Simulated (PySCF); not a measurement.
Compound: ClFH₆OSi₃.
Numbering: `[F:1][Si@@:2]([SiH3:3])([Cl:4])[O:5][SiH3:6]` (hydrogens: H7, H8, H9 on Si3; H10, H11, H12 on Si6)

Method: PBE0-D3(BJ)/def2-SVP geometry optimisation, gas phase in PySCF.

Question: What internal coordinates does the optimisation give?

Answer: 
| bond | length (Å) |
| --- | --- |
| F1–Si2 | 1.618 |
| Si2–Si3 | 2.324 |
| Si2–Cl4 | 2.063 |
| Si2–O5 | 1.633 |
| O5–Si6 | 1.673 |
| Si3–H7, Si3–H8, Si3–H9 | 1.492 |
| Si6–H10, Si6–H11, Si6–H12 | 1.490 |

Bonds in one row agree within 0.01 Å and their mean is given. A selection of angles:
| angle | degrees |
| --- | --- |
| F1–Si2–Si3 | 111.3 |
| F1–Si2–Cl4 | 106.1 |
| F1–Si2–O5 | 108.4 |
| Si3–Si2–Cl4 | 110.4 |
| Si3–Si2–O5 | 111.4 |
| Cl4–Si2–O5 | 109.1 |
| Si2–Si3–H7 | 110.1 |
| Si2–Si3–H9 | 107.7 |
| H7–Si3–H8 | 110.0 |
| Si2–O5–Si6 | 143.7 |
| O5–Si6–H10 | 109.5 |
| O5–Si6–H12 | 107.3 |
| H10–Si6–H11 | 109.9 |

Torsions: F1–Si2–O5–Si6 -80° (synclinal).

The 2 O–Si bonds span 1.633 Å (Si2–O5, drawn single) to 1.673 Å (O5–Si6, drawn single), a spread of 0.040 Å. Si3 (SiH3 silicon) is tetrahedral (angles from 107.7° to 110.1°). Si2 (fluorine-bound silicon) is tetrahedral (angles from 106.1° to 111.4°). O5 (siloxane oxygen) is bent (angle 143.7°). Si6 (oxygen-bound silicon) is tetrahedral (angles from 107.3° to 110.2°).

Point group: C1 (no symmetry element, even within 0.4 Å). No PBE0-D3(BJ)/def2-SVP frequencies stand behind this structure, so it isn't proved a minimum. The numbers are those of one conformer.

Hardware: one thread, Arm Neoverse V2 (aarch64), no GPU, on a shared host. Cost: 1.8 min, 0.55 GiB resident at most. This is the geometry optimisation.
